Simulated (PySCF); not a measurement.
Radial density of Sc⁻ (scandium, charge -1)

wB97X, [Ar] 3d2 4s2, high-spin 3F determinant. Computed with PySCF 2.14 in dyall-av2z, with the non-relativistic Hamiltonian (point nucleus).

```tsv
r (bohr)	4πr²ρ (e/bohr)	4πr²(ρα − ρβ)
0.00149	0.1616	0.0000
0.00250	0.4386	0.0000
0.00421	1.155	0.0000
0.00708	2.897	0.0000
0.0119	6.689	-0.0001
0.0200	13.48	-0.0001
0.0337	21.67	-0.0003
0.0567	24.50	-0.0010
0.0953	19.24	-0.0028
0.160	21.13	-0.0004
0.270	25.59	0.0498
0.454	11.03	0.2540
0.763	8.073	0.6368
1.28	6.789	0.7998
2.16	1.513	0.5194
3.63	0.6493	0.2104
6.11	0.2801	0.0481
10.3	0.04018	0.0029
17.3	0.001902	-0.0004
```

The configuration of this anion was assumed by filling the next shell in order. It is not the known or likely ground configuration (Ca⁻, Sr⁻ and Ba⁻, for instance, bind a p electron), so these values are not the electron affinity of the element.

(1) Where is the radial spin density 4πr²(ρα − ρβ) most negative, and why is it negative at all?

Results:

(1) Around r = 0.0953 bohr, down to -0.0028 e/bohr: exchange with the open shell polarises the paired shells in an unrestricted calculation.
